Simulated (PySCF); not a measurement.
Screening by computed properties: pick the candidate that meets the target.

Each SMILES stands for a single optimised conformer of the isolated species, non-relativistic unless stated. Electronic properties by PySCF.

Dipoles, sizes and rotational constants follow the conformer. The torsions of the flexible species, by atom-mapped SMILES:
- `[CH:1]#[C:2][Si@H:3]([OH:4])[CH:5][CH3:6]`: C2–Si3–C5–C6 143°, H–O4–Si3–C2 -59°
- `[CH3:1][O:2][C:3]1=[C:4]([CH2:5][NH2:6])[O:7][CH:8][N-:9]1`: C1–O2–C3–C4 172°, C3–C4–C5–N6 84°, H–N6–C5–C4 55°, H–N6–C5–C4 -57°
- `[CH2:1][C:2]([CH3:3])([CH3:4])[CH:5]([Cl:6])[Cl:7]`: C1–C2–C5–Cl6 180°
- `[CH3:1][N+:2]([CH3:3])[SiH2:4][OH:5]`: C1–N2–Si4–O5 177°, H–O5–Si4–N2 180°

(1) Wanted: smallest rotational constant between 1 GHz and 1.3 GHz (GFN2-xTB) and isotropic g value below 2.0032 (unrestricted B3LYP/pcH-1, mean-field spin–orbit), at GFN2-xTB geometries. Which candidate meets both?
A. `O=C1[CH][CH+]1` [radical]
B. `C[N+](C)[SiH2]O` [radical]
C. `COC1=C(CN)O[CH][N-]1` [radical]
D. `[CH2]C(C)(C)C(Cl)Cl` [radical]
E. `C#C[Si@H](O)[CH]C` [radical]

Answers

(1) D. Computed values:
```
                       species  smallest rotational constant  isotropic g value
COC1=C(CN)O[CH][N-]1 [radical]                     0.949 GHz            2.00343
 [CH2]C(C)(C)C(Cl)Cl [radical]                     1.150 GHz            2.00300
   C#C[Si@H](O)[CH]C [radical]                     1.419 GHz            2.00262
     C[N+](C)[SiH2]O [radical]                     2.165 GHz            2.00380
      O=C1[CH][CH+]1 [radical]                     6.325 GHz            2.00403
```
